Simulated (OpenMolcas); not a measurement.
Co2+: effect of the metal basis

Co2+ with its 6 nearest fluoride ions at 2.031 Å, on the Mg site of KMgF3 (a = 3.973 Å, distance in the model lattice 1.986 Å). The rest of the host is ab initio model potentials to 7.6 Å and point charges beyond; the distance is set by hand and nothing relaxes.

```json
{
  "Program": "OpenMolcas",
  "Method": "SS-CASPT2, IPEA 0.25 Eh, imaginary shift 0.1 Eh (closed shells correlated: 3s 3p and the ligand valence shells)",
  "Spin-orbit coupling": "state interaction with AMFI integrals over the reference wave functions"
}
```

Fixed: ligand basis ANO-RCC-VDZP, active space 7 electrons in 5 orbitals (3d), DKH2 Hamiltonian.

States (labels of O, the rotations of Oh). Energies in cm-1 above the lowest state or level, χT in cm3 K/mol; under a threefold ground state the first gap can be a small split of the lowest multiplet, not the spin-orbit step.

| Run | Metal basis | Ground state | First state of that spin | First gap with spin-orbit (degeneracies) | χT at 300 K | First state of another spin | Cost |
| --- | --- | --- | --- | --- | --- | --- | --- |
| A | ANO-RCC-VDZP | 4T1 | 4T2 8130 | 360 (2, 4) | 3.517 | 2E 11920 | roughly 2.4 core-minutes |
| B | ANO-RCC-VTZP | 4T1 | 4T2 8000 | 370 (2, 4) | 3.528 | 2E 12260 | roughly 4 core-minutes |

Against A, the first state of the same spin changes by -1.6 % in B.

Costs are those of the CASPT2 steps.

Roots that are degenerate in the reference are averaged as groups; the widest CASPT2 spread within a group is 850 cm-1 (the 3-fold group of multiplicity 4 near 8130 cm-1 above the lowest state of its run, A). Shifts and gaps below about the spread of the groups concerned are not significant. Over all roots computed the reference weight is 0.74 to 0.75 in A, 0.73 to 0.74 in B; a low but even weight reflects the number of correlated electrons. An orbital triplet at a regular site is open to Jahn-Teller coupling, which can distort the site and quench the lowest spin-orbit gaps and is left out. A single d shell leaves out the double-shell effect, which counts most for late 3d ions, where the CASPT2 field can be off either way by tens of per cent. Ligand-to-metal charge-transfer states are missing. These CASPT2 states fit no ligand-field parameters well, so their order and spin gaps are uncertain. For late 3d ions with one d shell CASPT2 can put B and the spin-flip bands somewhat low as well as high. With one d shell and no ligand orbital active, 10Dq can be off by tens of per cent for divalent 3d ions, low with halides held by bare charges and at times high in hosts. Free-ion shares, where given, are those of the reference states; single-state CASPT2 does not remix them. No measured value stands beside these numbers; the geometry was set by hand and not optimised.
